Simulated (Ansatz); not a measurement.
Two shapes of singlet AlCl₃.

Shape 1:

```xyz
4

Al    0.0225   -0.0352   -0.0274
Cl    2.1244   -0.0067   -0.0197
Cl   -1.0471    1.7515   -0.0067
Cl   -1.0503   -1.8456    0.0184
```

Shape 2:

```xyz
4

Al    0.0000    0.0000    0.0000
Cl    1.9126    0.0000    0.0000
Cl   -0.9563    1.6564    0.0000
Cl   -0.9563   -1.6564    0.0000
```

Basis set: def2-TZVP (spherical functions). Correlated methods keep 20 orbitals frozen. Charge 0, multiplicity 1.

Computed with Ansatz (development build ahead of 0.2.0); each method stands on the lowest determinant of its kind that the runs found.

Which shape is lower in energy, and by how much in each method?

```csv
method,E(2) − E(1) (eV)
RHF,0.946
RHF-MP2,0.953
```

Shape 1 is lower. Caution: no unrestricted run beside it, a lower state can exist.
